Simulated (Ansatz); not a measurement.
`C[CH2][Ga]([Cl])[Cl]` + `N[SiH2][SiH3]` → `[SiH3][Ga]([Cl])[Cl]` + `CC[SiH2]N`  (redistribution)

Computed with Ansatz on PBE0-D4/def2-TZVP structures; ΔE is electronic, products minus reactants. CCSD(T)/CBS is the MP2 limit (def2-TZVPP, def2-QZVPP) plus CCSD(T) − MP2 in def2-TZVPP, frozen cores. This one scheme is used for every species. DFT in def2-TZVPP. HSE06 is defined as in plane-wave codes. For Ga outer-core shells are correlated without core-valence functions, which leaves a few kJ/mol of doubt a bond. Scalar relativity is left out up to krypton. One conformer a species, not always the lowest.

```
        level  ΔE (kJ/mol)
      PBE0-D4        -30.9
   r2SCAN0-D4        -33.3
       B2PLYP        -33.5
     PBE-QIDH        -31.7
      r2SCAN0        -33.6
        HSE06        -31.7
  HF/def2-SVP        -36.4
MP2/CBS(def2)        -29.2
```

(1) What does CCSD(T)/CBS give? (Estimate.)

Largest T1 diagnostic among the species: 0.012.

Results:

(1) Computed: -28.9 kJ/mol. The listed levels differ from it by -2.0, -4.4, -4.6, -2.8, -4.7, -2.8, -7.5, -0.3 kJ/mol.

In def2-TZVPP, CCSD(T) changes the Hartree–Fock value by +7.0 kJ/mol (the triples alone add +1.0 kJ/mol) and MP2 by +6.7 kJ/mol. From BLYP to BHLYP (50 % exact exchange), in def2-TZVPP and without D4, ΔE moves by −3.2 kJ/mol. Leaving LDA and LC-ωPBE aside and taking each functional with its dispersion term where it has one, the values, not all of them listed here, spread over 7.3 kJ/mol, from ωB97M-V to revPBE-D4.
